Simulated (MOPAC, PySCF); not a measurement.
H3Al, SMILES `[AlH3]`, neutral singlet in the gas phase. 

Cartesian coordinates (Å):
```xyz
4

Al     0.0000     0.0000     0.0000
H      1.5768    -0.1689     0.0003
H     -0.9346    -1.2811    -0.0010
H     -0.6421     1.4500     0.0007
```
Charge 0, spin multiplicity 1.

All levels are single points at this geometry (PBE0-D3(BJ)/def2-TZVP); Pople sets use spherical d functions. Orbital energies aren't observables, and empty levels follow the basis.

SVWN5/6-31G* in PySCF gives gap (eV) = 4.57.

### Question
Estimate the gap (eV) from each of these levels: TPSSh-D3(BJ)/def2-TZVP in PySCF; B3LYP/6-31G* in PySCF; BP86/6-31G* in PySCF; HF/STO-3G in PySCF; PM6 in MOPAC.

### Answer

| level | gap (eV) |
|---|---|
| TPSSh-D3(BJ)/def2-TZVP in PySCF | 6.03 |
| B3LYP/6-31G* in PySCF | 6.43 |
| BP86/6-31G* in PySCF | 4.86 |
| HF/STO-3G in PySCF | 17.98 |
| PM6 in MOPAC | 12.21 |
